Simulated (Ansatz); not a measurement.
`[CH3][Zn][CH2]S`, relaxed with RKS PBE0-D4/def2-TZVP in Ansatz 0.2.0 from a PBE-D4/def2-SVP geometry. The force threshold is 0.005 eV/Å; the program also tests the step.

Total charge 0; spin multiplicity 1.

Start:

```xyz
10

C    -1.692    0.995   -0.948
Zn   -0.051    0.106   -0.409
C     1.543   -0.829    0.232
S     1.179   -1.503    1.914
H    -1.688    2.064   -0.649
H    -1.831    0.954   -2.048
H    -2.577    0.518   -0.478
H     2.493   -0.256    0.245
H     1.725   -1.732   -0.387
H     0.899   -0.318    2.529
```

**Question.** How much energy does the relaxation release, and in how many steps? (Best estimate.)

**Answer.** Computed: 3.85 kJ/mol, in 7 steps, 1 of them rejected.

**Question.** Which bonds change most? (An estimate is asked.)

**Answer.** The calculation gave: C3–S4 from 1.849 to 1.821 Å; S4–H10 from 1.363 to 1.343 Å; C3–H8 from 1.110 to 1.091 Å; C1–H7 from 1.110 to 1.093 Å.

**Question.** Give the relaxed structure. (Estimate.)

**Answer.** Ansatz gave: 
```xyz
10

C    -1.680    0.993   -0.932
Zn   -0.046    0.098   -0.397
C     1.551   -0.830    0.231
S     1.256   -1.449    1.918
H    -1.670    2.042   -0.627
H    -1.805    0.958   -2.017
H    -2.551    0.516   -0.476
H     2.483   -0.266    0.193
H     1.696   -1.734   -0.367
H     0.767   -0.329    2.474
```
